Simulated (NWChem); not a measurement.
CH$_{3}$ClZn; SMILES [Cl][Zn][CH3]

Program: NWChem. Medium grid unless said otherwise, to which SCAN and Minnesota functionals are sensitive. The geometry was optimised at PBE0/def2-SVP.

Problem. Order these by “dipole (D)”, lowest first: Hartree-Fock/def2-SVP; M06/def2-SVP; revPBE/def2-SVP.

Solution. revPBE/def2-SVP (2.40), M06/def2-SVP (2.45), Hartree-Fock/def2-SVP (2.52)
